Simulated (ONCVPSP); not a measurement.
technetium: excitation energies, all-electron against ONCV

```json
{
  "Element": "Tc",
  "Generator": "ONCVPSP 4.0.1",
  "Type": "optimised norm-conserving Vanderbilt (ONCV)",
  "Functional": "LDA (Perdew-Zunger)",
  "Relativity": "scalar-relativistic",
  "Frozen core": "[Ar] 3d10",
  "Valence charge": "15",
  "Reference configuration": "4s2 4p6 4d5 5s1.5 (charge +0.5)",
  "Partial waves": "4s+5s: rc 1.95 bohr, ncon 4, nbas 8, qcut 6.9 1/bohr, 2 projectors; 4p: rc 1.30 bohr, ncon 4, nbas 8, qcut 7.7 1/bohr, 1 projector; 4d: rc 2.20 bohr, ncon 4, nbas 8, qcut 7.7 1/bohr, 2 projectors, debl 1.8 Ha",
  "Local potential": "polynomial inside 1.15 bohr (lpopt 2, dvloc0 0 Ha)",
  "Core correction": "none"
}
```

Energies are relative to the spin-unpolarised reference configuration 4s2 4p6 4d5 5s1.5; without spin polarisation the order of configurations can differ from experiment.

```tsv
valence configuration	charge	ΔE all-electron (eV)	error AE − PS (meV)
4s2 4p6 4d5 5s2	0	-3.407	+0.5
4s2 4p6 4d5 5s0	+2	20.227	-5.1
4s2 4p6 4d4 5s2 5p1	0	3.195	+45
```

Question: What are ΔE and the potential's error for 4s2 4p6 4d5 5s1?

Answer: ΔE = 5.024 eV all-electron; the error (AE − PS) is -0.9 meV.

Levels in the configuration 4s2 4p6 4d5 5s0:

```json
{"level": "4s", "all-electron (eV)": "-89.723", "pseudo (eV)": "-89.780"}
{"level": "4p", "all-electron (eV)": "-61.733", "pseudo (eV)": "-61.757"}
{"level": "4d", "all-electron (eV)": "-22.737", "pseudo (eV)": "-22.741"}
```
